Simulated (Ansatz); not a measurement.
Ga₉P₉: single points at one geometry.

```yaml
crystal:
  periodic: [false, false, false]
  atoms:
    - {symbol: Ga, position_ang: [2.552272, 0.786315, -1.879610]}
    - {symbol: Ga, position_ang: [1.940338, -1.287439, -0.045362]}
    - {symbol: Ga, position_ang: [0.252913, -4.104710, 0.255498]}
    - {symbol: Ga, position_ang: [0.039152, 3.778599, 2.526095]}
    - {symbol: Ga, position_ang: [-1.310115, 1.080748, -0.675133]}
    - {symbol: Ga, position_ang: [-3.117175, -1.100625, -0.709536]}
    - {symbol: Ga, position_ang: [1.062682, 2.886400, 0.057427]}
    - {symbol: Ga, position_ang: [0.210642, -1.438488, 2.180718]}
    - {symbol: Ga, position_ang: [-2.248936, -0.543595, 1.925148]}
    - {symbol: P, position_ang: [2.312919, 0.913796, 0.884048]}
    - {symbol: P, position_ang: [-2.437623, 0.279653, -2.626396]}
    - {symbol: P, position_ang: [0.473271, -1.781888, -1.952902]}
    - {symbol: P, position_ang: [0.558528, 1.065890, 2.273726]}
    - {symbol: P, position_ang: [2.008209, -2.871106, 1.714937]}
    - {symbol: P, position_ang: [-0.809518, -1.555584, -0.161913]}
    - {symbol: P, position_ang: [-1.495847, 1.783692, 1.588048]}
    - {symbol: P, position_ang: [0.220058, 2.067832, -2.196694]}
    - {symbol: P, position_ang: [-0.211769, 0.040522, -3.158099]}
basis:
  gaussian: {orbitals: def2-SVP, fitting: {mean_field: def2-universal-jkfit}, initial_orbitals: start.molden}
hamiltonian: {xc: {name: r2SCANh}, dispersion: d4}
scf: {omitted_lower_state_checks: [starts]}
output: {orbitals: {seedname: orbitals}}
```

The file start.molden holds the orbitals of an earlier run on this structure, at another level or in another basis.

```sh
$ ansatz run in.yaml --threads 2 --pin off --events-out ev --progress --plain --max-ram 32768MiB --backend cuda --devices 0, --max-vram 18GiB
```

It prints (some lines left out):

```
Functional definition: r2SCANh
3546 factors; integrals over basis functions are off by at most 2.5e-2 eV
mean field evaluation 1: about -554914.2761 eV, gradient 8.0e0 eV
mean field evaluation 2: about -554914.3948 eV, gradient 1.4e-1 eV
mean field evaluation 4: about -554914.3714 eV, gradient 4.5e-4 eV
mean field -554914.37138674 eV, -20392.7270139925 hartree, gradient 1.7e-5 eV, S^2 0.000000; 0 other end points of the search recorded, 0 dependent functions left out
reference -554914.37140250 eV, -20392.7270145715 hartree; 207, 207 occupied and 243, 243 virtual orbitals, 3546 factors
Total energy: -554915.22025607 eV, -20392.7582093650 hartree
Checks for a lower state left out: starts
```

It took 9 s on 2 threads of AMD EPYC 7R13 on a shared host and a share (18 GiB) of an NVIDIA H100 80GB HBM3, peak host memory 1 GiB.

Geometry: PBE-D4/def2-SVP.

Single mean-field runs in def2-SVP are fitted with def2-universal-jkfit. The restricted singlet is unstable towards broken spin symmetry in Hartree–Fock (as tested in another run); at r2SCANh-D4/def2-SVP this wasn't settled. Another isomer (singlet) lies 1.62 eV lower at PBE0-D4/def2-TZVP; other spin states weren't run for this one.
